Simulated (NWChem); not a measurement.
# SiHOIF2; SMILES O[Si](F)(F)I

```xyz
6

O     -1.6145     1.6229    -0.0090
Si    -0.0487     1.1759    -0.0005
F      0.7143     1.7763     1.2794
F      0.7284     1.7750    -1.2724
I      0.0798    -1.2126     0.0005
H     -1.8223     2.5639    -0.0032
```
Atoms are numbered in this order, from 1.

Level: PBE0/def2-SVP with def2 effective core potentials on I (NWChem), optimised geometry, unscaled harmonic frequencies. def2 effective core potentials on I; no spin-orbit coupling.

```tsv
frequency (cm⁻¹)	IR intensity (km/mol)
121	69.7
178	1.2
195	32.8
239	10.3
325	23.1
334	55.3
448	171.7
758	117.2
869	276.0
971	154.5
1010	155.2
3912	165.3
```

The zero-point energy is 13.4 kcal/mol. The thermal correction to the enthalpy at 298.15 K (with zero-point energy) is 18.0 kcal/mol. The heat capacity Cv is 20.0 cal/(mol K). The entropy at 298.15 K and 1 atm (symmetry number 1) is 83.8 cal/(mol K).

Rigid rotor and harmonic oscillator.
